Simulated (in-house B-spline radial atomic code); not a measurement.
**RPA and G0W0 on Hartree-Fock: Al II (Al+)**

Configuration [Ne] 3s2, mean-field start Hartree-Fock. Computed with a B-spline radial code for spherical atoms: all electrons, non-relativistic, point nucleus, each spin shell either full or empty, empty states to l = 9 with an (l + 1/2)⁻⁴ tail; G0W0 by contour deformation at full frequency.

Command:
```bash
python run_gw.py task.json out
```
Settings (radii: box in bohr, nucleus in fm):
```
Z                        13
electrons                12
configuration            [Ne] 3s2
hamiltonian              nr
method                   hf
lmax                     9
spin_polarised           False
box_radius               23.78
intervals                50
ion_configuration        [Ne] 3s1
```

Time taken, with all properties: 2.9 s on 1 thread of Arm Neoverse N1, on a shared host.

Energies (hartree):

```csv
term,value
mean-field total,-241.67467
Hartree-Fock functional on these orbitals,-241.67467
direct second order,-0.68857
second-order exchange,0.24849
SOSEX correction,0.22826
```

Task: What is the RPA correlation energy, and what remains with SOSEX?

Result: RPA gives -0.61617 hartree (-1.4 eV per electron); RPA + SOSEX gives -0.38791, and the second-order doubles (MP2) -0.44008 hartree. RPA lacks exchange-type terms and so overcorrelates at short range.

Quasi-particle levels (eV):

```csv
level,occupied,mean field,Σx - vxc,Σc,QP weight,G0W0
3s,yes,-17.750,0.00,?,?,?
2p,yes,-95.86,0.00,2.65,0.930,-93.21
1s,yes,-1600.36,0.00,19.43,0.912,-1580.93
3p,no,-5.309,0.00,-0.77,0.966,-6.077
```

G0W0 = mean field + (Σx - vxc) + Σc, with Σc (partial-wave tail included) taken at the quasi-particle energy. Levels of low weight are left out.

Task: Where does G0W0 put 3s?

Result: At -18.866 eV, with Σc = -1.12 eV and a quasi-particle weight of 0.958. The tabulated removal energy is 18.829 eV (NIST, measured); the calculation leaves out relativity, Breit and QED terms, and what these don't explain is the method's own error.

Task: What does it cost to remove one electron (to [Ne] 3s1) by differences of total energies, each species on its own start (correlation terms add to the Hartree-Fock functional)?

Result: Hartree-Fock functional 17.520 eV, + RPA 18.668 eV, + RPA + SOSEX 18.366 eV, + second order 18.593 eV. Tabulated: 18.829 eV (NIST, measured); the calculation leaves out relativity, Breit and QED terms, and what these don't explain is the method's own error.
